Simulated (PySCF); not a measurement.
1-butanol (C₄H₁₀O), SMILES CCCCO. Heavy atoms are numbered as in [CH3:1][CH2:2][CH2:3][CH2:4][OH:5]. Hydrogens are named by the atom that carries them.

Coordinates come from a TPSSh-D3(BJ)/def2-SVP optimisation. Other conformers were not sampled.

Level of theory: PBE/pcSseg-1 in PySCF.

GIAO shieldings, no solvent; atoms alike by connectivity are averaged. δ = σ(ref) − σ: ¹³C against TMS (σ = 182.0 ppm); ¹⁷O against H2O (σ = 334.3 ppm); ¹H against TMS (σ = 31.49 ppm), references at their B3LYP-D3(BJ)/def2-TZVP geometries, non-relativistic.

Computed chemical shifts:
| nucleus | atoms | count | δ (ppm) |
|---|---|---|---|
| ¹³C | C4 (CH2) | 1 | 73.6 |
| ¹³C | C3 (CH2) | 1 | 41.6 |
| ¹³C | C2 (CH2) | 1 | 26.1 |
| ¹³C | C1 (CH3) | 1 | 19.4 |
| ¹⁷O | O5 (OH) | 1 | 44.9 |
| ¹H | H on C4 | 2 | 4.20 |
| ¹H | H on C3 | 2 | 1.84 |
| ¹H | H on C2 | 2 | 1.44 |
| ¹H | H on C1 | 3 | 1.37 |
| ¹H | H on O5 | 1 | 0.43 |
